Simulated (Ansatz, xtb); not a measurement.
# Two isomers of C5H6OSSe

We compare a, `COc1cc(S)c[se]1`, a singlet, with b, `COc1cc[se]c1S`, a singlet. Both are isolated molecules in the gas phase, relaxed with PBE-D3(BJ)/def2-SVP; the shapes shown needn't be the lowest conformers.

a (Å):

```xyz
14

C    -0.8287    2.1489    1.8860
C     0.0209    0.1813    0.8871
C     0.8319   -0.5715    0.0643
C     0.5550   -1.9818    0.0981
C    -0.4741   -2.3738    0.9289
O     0.0986    1.5182    1.0206
S     1.3838   -3.1695   -0.9400
Se   -1.2576   -0.9065    1.8015
H    -1.8760    1.9857    1.5429
H    -0.7271    1.7715    2.9296
H    -0.6037    3.2309    1.8672
H     1.6030   -0.1144   -0.5693
H     2.6530   -2.7486   -0.6684
H    -0.8321   -3.3924    1.1170
```

b (Å):

| atom | x (Å) | y (Å) | z (Å) |
| --- | --- | --- | --- |
| C | -1.2814 | 1.1577 | -0.0980 |
| C | 0.1494 | -0.2888 | 1.1267 |
| C | 0.5911 | -1.0042 | -0.0415 |
| C | 1.5219 | -1.9910 | 0.2061 |
| C | 0.7285 | -0.7088 | 2.3263 |
| O | -0.7642 | 0.7133 | 1.1424 |
| S | 0.4868 | -0.0044 | 3.9151 |
| Se | 1.9377 | -2.1289 | 2.0172 |
| H | -1.9761 | 1.9870 | 0.1313 |
| H | -1.8434 | 0.3547 | -0.6267 |
| H | -0.4797 | 1.5358 | -0.7717 |
| H | 0.2289 | -0.7867 | -1.0554 |
| H | 2.0008 | -2.6422 | -0.5358 |
| H | -0.7115 | -0.5972 | 4.2131 |

Task: Which of the two would you expect CCSD(T)/def2-SVP + ΔMP2/def2-TZVPP electronic energies to favour?

Result: CCSD(T)/def2-SVP + ΔMP2/def2-TZVPP gives E(b) − E(a) = −0.021 eV, slightly favouring structure b, which is too small a margin to settle the true order.

How the difference moves with the method:

| level | geometry | E(b) − E(a) (eV) | departure from the last row (eV) | job, with rough time for the two |
| --- | --- | --- | --- | --- |
| PBE-D3(BJ)/def2-SVP | PBE-D3(BJ)/def2-SVP | −0.016 | +0.005 | optimisation, 1.8 min |
| HF/def2-SVP | PBE-D3(BJ)/def2-SVP | −0.042 | −0.020 | part of the CCSD(T) run |
| MP2/def2-SVP | PBE-D3(BJ)/def2-SVP | −0.036 | −0.015 | part of the CCSD(T) run |
| CCSD(T)/def2-SVP | PBE-D3(BJ)/def2-SVP | −0.028 | −0.007 | single point |
| CCSD(T)/def2-SVP + ΔMP2/def2-TZVPP | PBE-D3(BJ)/def2-SVP | −0.021 |  | single point, 2 min |

As drawn, both hold the same kinds of bond in the same numbers.

The largest departure from CCSD(T)/def2-SVP + ΔMP2/def2-TZVPP is that of HF/def2-SVP, 0.020 eV. No reliable frequencies are at hand for b, so it isn't confirmed as a minimum. Levels run at GFN2-xTB geometries aren't shown. The last row adds to CCSD(T) the change of the MP2 difference between the two basis sets, here +0.007 eV.

The correlated steps freeze 20 core orbitals; the filled d shell of Se is correlated, in a basis made for valence electrons. Run with Ansatz 0.2.0, xtb 6.7.1; the last row on 2 threads of Intel(R) Xeon(R) 6975P-C (Granite Rapids) on a shared host.
